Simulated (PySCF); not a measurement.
## Assigning NMR signals

Atom-mapped SMILES (the numbers label the heavy atoms): `[CH2:1]=[CH:2]/[CH:3]=[CH:4]/[C:5](=[CH2:6])[O:7][SiH3:8]`; H(Xn) means a hydrogen on atom n. Ha(C1) is cis to C3; Ha(C6) is cis to C4; Hb(C1) is trans to C3; Hb(C6) is trans to C4.

[PySCF 2.14.0 with density-fitted response routines: shielding tensors at PBE0/pcSseg-1 (GIAO); geometry from GFN2-xTB; one conformer; no solvent model; non-relativistic Hamiltonian; rapidly exchanging positions averaged]

Scale: ¹³C (σref 186.93), ¹H (σref 31.72) against TMS (reference shieldings calculated alike).

(1) Assign these signals to the numbered atoms. ¹³C{¹H} NMR (computed): δ 164.6, 144.8, 140.2, 136.6, 127.1, 97.3.

(2) Assign these signals to the numbered atoms. ¹H NMR (400 MHz, computed): δ 6.89 (m, 1H), 6.67 (m, 1H), 6.12 (d, 1H), 5.68 (m, 1H), 5.54 (m, 1H), 5.06 (s, 3H), 4.55 (m, 1H), 4.39 (m, 1H).

Answers

(1) 
164.6 → C5, alkene carbon bearing oxygen: an sp2 carbon further deshielded by the attached heteroatom
144.8 → C2, alkene CH: an sp2 carbon of a C=C bond
140.2 → C3, alkene CH
136.6 → C4, alkene CH
127.1 → C1, terminal =CH2 carbon: the olefinic region
97.3 → C6, β carbon of an enol-ether or enamine type C=C: the O or N lone pair pushes π density onto this β carbon and shields it

(2) 
6.89 → H(C3), hydrogen on an alkene CH: olefinic region
6.67 → H(C2), hydrogen on an alkene CH
6.12 → H(C4), hydrogen on an alkene CH
5.68 → Ha(C1), hydrogen on a terminal =CH2 carbon: olefinic region
5.54 → Hb(C1), hydrogen on a terminal =CH2 carbon
5.06 → H(Si8), hydrogen on a silicon bonded to O
4.55 → Ha(C6), hydrogen on a β carbon of an enol-ether or enamine type C=C: lone-pair donation from O or N shields it, upfield of ordinary alkene protons
4.39 → Hb(C6), hydrogen on a β carbon of an enol-ether or enamine type C=C

Shifts are as computed. Against solution values, carbons near 30 ppm lie about +3 ppm off and those near 130 ppm about +5 ppm. Of 1211 compounds with measured shifts, 218 miss one by over three times the rms of a fit or turn the order of signals round; such compounds aren't used in these exercises. No couplings were computed; multiplicities are counted from neighbouring protons, with m where these are inequivalent, close in shift, in a saturated or five-membered ring or joined by F or P, and br s for small geminal =CH2 splittings.
